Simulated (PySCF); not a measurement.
Species: 4-tolylboronic acid, C₇H₉BO₂.
Cartesian coordinates in Å at the PBE0-D3(BJ)/def2-SVP level; atoms count from 1:
```
atom  x, y, z in Å
C1     3.4402    0.2234   -0.3445
C2     1.9441    0.1342   -0.2706
C3     1.2605    0.3622    0.9284
C4    -0.1285    0.2837    0.9823
C5    -0.8924   -0.0232   -0.1512
B6    -2.4580   -0.1075   -0.1150
O7    -3.1226   -0.3656   -1.2729
O8    -3.1979    0.0671    1.0198
C9    -0.1983   -0.2532   -1.3499
C10    1.1883   -0.1771   -1.4093
H11    3.8784   -0.7228   -0.7001
H12    3.7558    1.0091   -1.0495
H13    3.8806    0.4537    0.6357
H14    1.8277    0.6067    1.8308
H15   -0.6164    0.4751    1.9451
H16   -4.0746   -0.4014   -1.1308
H17   -2.6647    0.2296    1.8022
H18   -0.7687   -0.4955   -2.2501
H19    1.7009   -0.3609   -2.3584
```

Probes without a nucleus sit at each ring's centroid and 1 Å off its mean plane on both sides; NICS is minus the shielding there, NICSzz its component along the normal. Level: GIAO B97-2/pcSseg-1 (PySCF, non-relativistic, gas phase) on the PBE0-D3(BJ)/def2-SVP geometry, one conformer.

Ring bond lengths (Å): C2–C3 1.399, C3–C4 1.392, C4–C5 1.401, C5–C9 1.404, C9–C10 1.390, C10–C2 1.402.

Q: What do the NICS probes read (ppm)?

A: 
```json
{"ring": "C2–C3–C4–C5–C9–C10", "type": "6-membered carbocycle; formal bonds all aromatic", "NICS(0)": "-8.0", "NICS(1), two faces": "-11.0 / -11.0", "NICS(1)zz, two faces": "-27.3 / -27.2", "rms pucker (Å)": "0.00", "centre to ring atoms, mean (Å)": "1.40"}
```

Q: What can be read from them?

A: 
- C2–C3–C4–C5–C9–C10: mean NICS(1)zz -27.3 ppm, shielded. For a flat ring without four-coordinate atoms the NICS criterion counts such a value as aromatic.

Q: What does the geometric index give? HOMA = 1 − mean of α(R − Ropt)² over the ring bonds, with Krygowski's 1993 parameters (CC: Ropt 1.388 Å, α 257.7 Å⁻²).

A: 
- C2–C3–C4–C5–C9–C10: HOMA 0.97 = 1 − EN − GEO, with mean bond length 1.398 Å, EN = α(Ropt − mean)² = 0.026 and GEO = α × variance = 0.007. The geometric and the magnetic index point the same way.

Q: Give the inner angles of the rings.

A: 
- C2–C3–C4–C5–C9–C10: C2 118.0°, C3 120.8°, C4 121.7°, C5 117.2°, C9 121.4°, C10 121.0°; sum 720.0° against 720° for a flat convex ring.

Q: How shielded are the nuclei of the rings and their hydrogens (means over atoms taken as equivalent)?

A: 
| atoms | environment | σ isotropic (ppm) |
| --- | --- | --- |
| C2 | substituted aromatic carbon | 40.2 |
| C3 (×2) | aromatic CH carbon | 52.9 |
| C4 (×2) | aromatic CH carbon | 47.7 |
| C5 | substituted aromatic carbon | 55.8 |
| H14 (×2) | aromatic hydrogen | 24.13 |
| H15 (×2) | aromatic hydrogen | 23.72 |

Q: How do the values depend on the level or the medium?

A: 
| level | NICS(0), C2–C3–C4–C5–C9–C10 | mean NICS(1)zz, C2–C3–C4–C5–C9–C10 |
| --- | --- | --- |
| B97-2/pcSseg-1, gas | -8.0 | -27.3 |
| PBE0/pcSseg-1, gas | -7.9 | -27.4 |

The geometry is the same throughout.

Time: 18 s of wall time; peak memory 1.1 GiB. Hardware: one thread of an AMD EPYC 9R45, on a shared host. This is the whole shielding run at B97-2/pcSseg-1, SCF included.
